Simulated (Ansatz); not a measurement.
`[CH3][GeH]([F])[Cl]` + H₂Se → `[CH3][GeH]([F])[SeH]` + HCl at 400 K and 1 bar (ligand exchange at a Ge–Cl bond).

Computed with Ansatz on PBE0-D4/def2-TZVP structures; ΔE is electronic, products minus reactants. CCSD(T)/CBS is the MP2 limit (def2-TZVPP, def2-QZVPP) plus CCSD(T) − MP2 in def2-TZVPP, frozen cores. This one scheme is used for every species. For Ge, Se outer-core shells are correlated without core-valence functions, which leaves a few kJ/mol of doubt a bond. Scalar relativity is left out up to krypton. Each species was taken in one conformer, which may not be the lowest.

```tsv
species	CCSD(T)/CBS energy (Eh)	H − E (kJ/mol)	S (J/(mol·K))
`[CH3][GeH]([F])[Cl]`	-2676.23424	156.0	364.5
H₂Se	-2401.89790	49.4	229.5
`[CH3][GeH]([F])[SeH]`	-4617.74462	178.0	394.5
HCl	-460.38127	29.6	195.4
```

H − E and S are ideal-gas, rigid-rotor, harmonic terms from PBE0-D4/def2-TZVP, for one conformer and one mirror image of each species. 1 Eh = 2625.50 kJ/mol, R = 8.31446 J/(mol·K).

Problem. By hand: ΔE, ΔH, ΔS and ΔG.

Solution. ΔE = (-4617.74462) + (-460.38127) − (-2676.23424) − (-2401.89790) = 0.00625 Eh = 16.4 kJ/mol. Δ(H − E) = 178.0 + 29.6 − 156.0 − 49.4 = 2.2, so ΔH = 18.6 kJ/mol. ΔS = 394.5 + 195.4 − 364.5 − 229.5 = -4.1 J/(mol·K). ΔG = 18.6 − 400 × (-4.1)/1000 = 20.2 kJ/mol.

Problem. By hand: the equilibrium constant, and the temperature at which ΔG would vanish if ΔH and ΔS stayed fixed.

Solution. log₁₀ K = −ΔG/(RT ln 10) = -2.6. ΔH and −TΔS have one sign here, so there is no such temperature.

The number of gas molecules stays the same, so ΔS is small and ΔH decides. A doubt of 5 kJ/mol in ΔE shifts log₁₀ K by 0.7 here. Other conformers and mirror images would add mixing entropy, several J/(mol·K) or more a flexible species. These are equilibria of isolated gas molecules and say nothing of rates. Largest T1 diagnostic: 0.011 (customary marks: 0.02 for closed shells, 0.045 for open ones).

ΔS is within the doubt of such terms, so its sign, and with it that verdict, could turn.
